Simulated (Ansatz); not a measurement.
Isolated molecules relaxed with PBE0-D4/def2-TZVP in Ansatz; ΔE leaves out vibrations. CCSD(T)/CBS is the MP2 limit (def2-TZVPP, def2-QZVPP) plus CCSD(T) − MP2 in def2-TZVPP, frozen cores. Functionals use def2-TZVPP. B3LYP here is the variant with VWN-RPA as its local correlation; programs differ in this. For Ge outer-core shells are correlated without core-valence functions, which leaves a few kJ/mol of doubt a bond. Scalar relativity is left out up to krypton. One conformer a species, not always the lowest.

Consider the cleavage of the Si–Ge bond: `F[SiH2][GeH3]` + `NCF` → `FCN[SiH2]F` + GeH₄.

CCSD(T)/CBS gives -0.58 eV.

Question: Another level gave -0.62 eV. Which?
A. B3LYP-D4/def2-TZVPP
B. PBE0-D4/def2-TZVPP
C. PBE-D4/def2-TZVPP
D. ωB97M-V/def2-TZVPP

Answer: D. ωB97M-V -0.62, PBE-D4 -0.43, PBE0-D4 -0.49, B3LYP-D4 -0.57 eV.

Largest T1 diagnostic among the species: 0.012.

In def2-TZVPP, CCSD(T) changes the Hartree–Fock value by +0.08 eV (the triples alone add +0.01 eV) and MP2 by +0.03 eV. From PBE to PBE0 (25 % exact exchange), in def2-TZVPP and without D4, ΔE moves by −0.06 eV.
